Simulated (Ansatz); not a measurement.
The lowest singlet and triplet of CHF (SMILES [CH]F); geometries from B3LYP-D3(BJ)/def2-TZVP, each state relaxed from the structure named, with no frequency check.
Singlet (charge 0, multiplicity 1):
| atom | x (Å) | y (Å) | z (Å) |
|---|---|---|---|
| C | -0.5741 | 0.4428 | 0.0000 |
| F | 0.5340 | -0.2553 | 0.0000 |
| H | -1.3614 | -0.3588 | 0.0000 |
Triplet (charge 0, multiplicity 3):
```tsv
atom	x (Å)	y (Å)	z (Å)
C	-0.6204	0.3352	0.0000
F	0.5820	-0.1918	0.0000
H	-1.5160	-0.2851	0.0000
```

A positive gap puts the triplet lower; no zero-point energy. U- takes an unrestricted singlet (broken symmetry where lower, unprojected). The triplet is unrestricted in single-reference levels. Active spaces average the two states.

Frozen-core correlation.

Codes used: Ansatz (a first-principles code) with Gaussian orbitals. Each number belongs to the level named beside it.

Q: One of these levels gives -29.5 kJ/mol for the gap E(singlet) − E(triplet), adiabatic. Name it.
A. U-SVWN5/def2-TZVPP
B. U-HF/cc-pVDZ (spin-contaminated)
C. SA-CASSCF(2,2)/cc-pVTZ
D. U-MP2/cc-pVTZ (spin-contaminated)

A: D, U-MP2/cc-pVTZ (spin-contaminated). The others give 4.2 (U-HF/cc-pVDZ (spin-contaminated)), -46.5 (U-SVWN5/def2-TZVPP), -24.6 (SA-CASSCF(2,2)/cc-pVTZ)
